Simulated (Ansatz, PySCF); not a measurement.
This triplet is an excited state, 0.72 eV above the relaxed singlet at the level frozen-core CCSD(T)/cc-pVTZ // PBE0-D3(BJ)/def2-TZVP (Ansatz, a first-principles code).

Cartesian coordinates (Å):
```xyz
7

B     -1.5843    -0.1771     0.0920
Si     0.1934    -0.5658     0.7070
N      1.5613     0.1256    -0.0301
H     -1.6481     0.5804    -0.8364
H     -2.5307    -0.6719     0.6190
H      2.5078    -0.0513     0.2606
H      1.5006     0.7601    -0.8121
```
Charge 0, spin multiplicity 3.

Question: What is the computed total energy, dipole moment and highest occupied spin orbital (PBE0-D3(BJ)/def2-TZVP in PySCF)?

Answer: 
```yaml
total_energy: -371.2436 Ha
dipole_moment: 3.16 D
highest_occupied_spin_orbital: -5.49 eV
```
